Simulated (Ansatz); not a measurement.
An input meant for Ge₂H₂ (charge 0, singlet; atoms displaced at random, 0.15 Å in each coordinate).

```yaml
crystal:
  periodic: [false, false, false]
  atoms:
    - {symbol: Ge, position_ang: [0.455528, 0.460212, -0.915986]}
    - {symbol: Ge, position_ang: [0.032371, -0.671382, 1.259543]}
    - {symbol: H, position_ang: [0.433918, 0.769333, 0.463087]}
    - {symbol: H, position_ang: [-0.826883, -0.319687, -0.694335]}
basis:
  gaussian: {orbitals: cc-pVTZ, fitting: {mean_field: cc-pVTZ-jkfit}, nuclear_model: gaussian}
total_charge: 3
magnetization: {spin_polarized: true, initial_magnetization: 1}
hamiltonian: {xc: {name: LC-wPBE}}
scf: {omitted_lower_state_checks: [starts]}
```

```sh
$ ansatz run in.yaml --threads 4 --pin off --events-out ev --progress --plain --max-ram 3916MiB
```

It prints (some lines left out):

```
Functional definition: LC-wPBE
474 factors; integrals over basis functions are off by at most 7.1e-1 eV
474 factors; integrals over basis functions are off by at most 1.7e-4 eV
mean field evaluation 1: about -113005.1225 eV, gradient 1.9e1 eV
mean field evaluation 2: about -113007.4820 eV, gradient 7.7e0 eV
mean field evaluation 4: about -113007.8687 eV, gradient 1.3e0 eV
mean field evaluation 8: about -113007.9766 eV, gradient 1.0e-1 eV
mean field evaluation 16: about -113007.9860 eV, gradient 6.3e-4 eV
mean field -113007.98599557 eV, -4152.9668857731 hartree, gradient 4.9e-5 eV, S^2 0.764555; 0 other end points of the search recorded, 0 dependent functions left out
reference -113007.98599558 eV, -4152.9668857734 hartree; 32, 31 occupied and 82, 83 virtual orbitals, 474 factors
Total energy: -113007.98599558 eV, -4152.9668857734 hartree
Checks for a lower state left out: starts
```

In this input the charge is far from what the species holds (3 typed, 0 meant). Self-consistency was reached. The result belongs to that input, not to the species as meant.

LC-ωPBE has ω = 0.4 bohr⁻¹.
